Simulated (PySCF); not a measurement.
Gas-phase reaction: TiCl4 + 2 O ⇌ TiO2 + 2 Cl2

Energies from PySCF, thermal terms from the rigid-rotor harmonic-oscillator model, ideal gas at 1 bar. 'Table' is the NASA 1993 thermochemical table (part measured, part estimated). † marks an energy on the PBE0/def2-TZVP geometry and frequencies. Open shells (unrestricted): O (multiplicity 3); the rest are closed-shell singlets. Spin-orbit splitting is ignored; it lowers the true energy and changes the entropy of O. The table's entry may be an old estimate for TiO2 (not checked at source).

BLYP/def2-TZVP† gives ΔH°(298 K) = -107.7 kJ.

Q: What does ωB97X-V/def2-TZVP† give, and where does the table lie?

A: ωB97X-V/def2-TZVP†: -20.2 kJ. Table: -40.6 kJ.
